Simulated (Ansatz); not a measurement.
Reaction (hydrogenolysis of a Ge–Si bond): `[CH3][Ge]([F])([F])[SiH3]` + H₂ → `[CH3][GeH]([F])[F]` + SiH₄

Calculated with Ansatz (gas phase, PBE0-D4/def2-TZVP geometries, no zero-point term in ΔE). CCSD(T)/CBS is the MP2 limit (def2-TZVPP, def2-QZVPP) plus CCSD(T) − MP2 in def2-TZVPP, frozen cores. This one scheme is used for every species. Functionals use def2-TZVPP. For Ge outer-core shells are correlated without core-valence functions, which leaves a few kJ/mol of doubt a bond. Scalar relativity is left out up to krypton.

```csv
species,ωB97M-V energy (Eh)
`[CH3][Ge]([F])([F])[SiH3]`,-2607.88938
H₂,-1.16132
`[CH3][GeH]([F])[F]`,-2317.20771
SiH₄,-291.84636
```

(1) Work out ΔE.

Largest T1 diagnostic among the species: 0.012.

Results:

(1) ΔE = (-2317.20771) + (-291.84636) − (-2607.88938) − (-1.16132) = -0.00337 Eh = -8.8 kJ/mol. CCSD(T)/CBS gives -5.8 kJ/mol.

In def2-TZVPP, CCSD(T) changes the Hartree–Fock value by +27.2 kJ/mol (the triples alone add +5.0 kJ/mol) and MP2 by +28.8 kJ/mol. The D4 term adds +9.7 kJ/mol with B3LYP and +5.5 kJ/mol with PBE0; it sums over pairs of atoms, weighted by their polarisabilities, and B3LYP, whose exchange is more repulsive, gets the larger term.

B3LYP here is the variant with VWN-RPA as its local correlation; programs differ in this.
